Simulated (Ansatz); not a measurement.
The cluster Hg₃⁺, relaxed as a doublet with UKS PBE/def2-TZVP in Ansatz, starting from the GFN1-xTB geometry. Force threshold 0.02 eV/Å.

In the def2 sets Hg takes a core potential; there is no spin–orbit coupling. The relaxation made no stability test and no search for a lower SCF solution. The structure comes from a short search, and lower isomers may exist.

Start:

```xyz
3

Hg    0.618   -0.520   -0.263
Hg    0.928    2.232   -0.819
Hg   -1.547   -1.713    1.082
```

Estimate the energy that the relaxation releases and the steps that it takes.

0.14 eV, in 7 steps; 10 s on 4 threads of Arm Neoverse V1 on a shared host. The force fell under the threshold at step 6, but the optimiser went on. No frequencies were taken in this run, so the end may be a saddle point.

Does the start keep its bonding and symmetry?

By distances, no bond broke or formed. The bond that changes most is Hg1–Hg3, from 2.81 to 2.88 Å (atoms count from 1). Point group C2v at the start, D∞h at the end, both within 0.05 Å.

Predict the relaxed structure.


```xyz
3

Hg   -0.004    0.003    0.002
Hg    1.418    2.255   -1.089
Hg   -1.415   -2.258    1.087
```
Bond lengths (bridged metal pairs left out): 2 × Hg–Hg 2.88 Å.
